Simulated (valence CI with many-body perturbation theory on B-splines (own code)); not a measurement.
Values are calculated unless marked as measured or tabulated.
Rh⁵⁺: configurations and terms from energies and g

Level of theory: configuration interaction combined with many-body perturbation theory (CI+MBPT): four valence electrons over a frozen Dirac-Fock core [Kr], radial functions for each j: 9 s, 9 p, 10 d, 8 f, 5 g, 3 h, 1 i, with the one-electron correlation potential Σ1, the two-electron term Σ2, the three-electron term Σ3, Breit, model QED; selected CI, second order for the rest, scaled by the run's own slope (own B-spline code, finite nucleus).

No measured levels were compared; by estimate terms of the open shell hold to 2 to 4 % of their energy, and close levels can change places; different configurations can be misplaced against each other by 1,000 to 8,000 cm⁻¹. Core correlation moves these levels by up to 17000 cm⁻¹, and in measured spectra 5 to 20 % of such shifts remained as error; rates that hang on mixing are uncertain with them. Among the levels kept, up to 310 cm⁻¹ of a level comes from second order outside the variational space, and about a tenth of that is noise between levels of different J, which matters for small intervals. Only levels of the ground parity were solved; by the run's estimate the other parity begins above the list, which can be wrong where configurations are misplaced.

| No. | J | Parity | E (eV) | g |
| --- | --- | --- | --- | --- |
| 2 | 1 | even | 0.0878 | 1.500 |
| 3 | 2 | even | 0.2271 | 1.498 |
| 4 | 3 | even | 0.3943 | 1.496 |
| 5 | 4 | even | 0.5780 | 1.493 |
| 7 | 4 | even | 2.329 | 0.857 |
| 8 | 5 | even | 2.530 | 1.050 |
| 9 | 6 | even | 2.681 | 1.157 |
| 10 | 1 | even | 2.709 | 1.475 |
| 12 | 2 | even | 2.836 | 0.684 |
| 14 | 2 | even | 3.214 | 1.460 |
| 17 | 5 | even | 3.379 | 1.183 |
| 18 | 6 | even | 3.795 | 1.009 |
| 19 | 3 | even | 3.826 | 1.322 |
| 20 | 2 | even | 3.906 | 1.176 |

Energies count from the lowest level. Strongly mixed levels and levels close to another of their J and parity, and those with J = 0 are left out, so the numbers can have gaps.

**Question.** Give configuration and LS term of each level.

**Answer.** 2: 4d4 5D; 3: 4d4 5D; 4: 4d4 5D; 5: 4d4 5D; 7: 4d4 3H; 8: 4d4 3H; 9: 4d4 3H; 10: 4d4 3P; 12: 4d4 3F; 14: 4d4 3P; 17: 4d4 3G; 18: 4d4 1I; 19: 4d4 3D; 20: 4d4 3D.
